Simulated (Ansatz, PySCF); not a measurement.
Another site gives an ion 65881.50 eV lower (`O[SiH2]Br`) at the level CAM-B3LYP-D3(BJ)/def2-TZVPD (PySCF).

Cartesian coordinates (Å):
SMILES: CC(=O)[SiH2]O
```xyz
11

C      1.4958    -0.7909     0.3665
C      0.0203    -0.5339     0.3116
O     -0.7808    -1.2976     0.8110
Si    -0.7507     1.0105    -0.5435
O     -2.3592     0.8251    -0.3306
H      1.8980    -0.8409    -0.6482
H      1.9959     0.0444     0.8626
H      1.7059    -1.7183     0.8964
H     -0.3862     1.0329    -1.9762
H     -0.2519     2.2469     0.0955
H     -2.5872     0.0217     0.1550
```
Charge 0, multiplicity 1.

Computed with frozen-core CCSD(T)/def2-TZVPD // CAM-B3LYP-D3(BJ)/def2-TZVPD (Ansatz, a program for electronic structure).

```
Property                       Result
----------------------  -------------
HF energy               -518.03511 Ha
MP2 correlation energy    -0.90939 Ha
```

Estimate the CCSD correlation energy, the (T) correction, the total energy and the T1 diagnostic.


CCSD correlation energy: -0.94550 Ha
(T) correction: -0.03818 Ha
CCSD(T) total energy: -519.01879 Ha
T1 diagnostic: 0.015
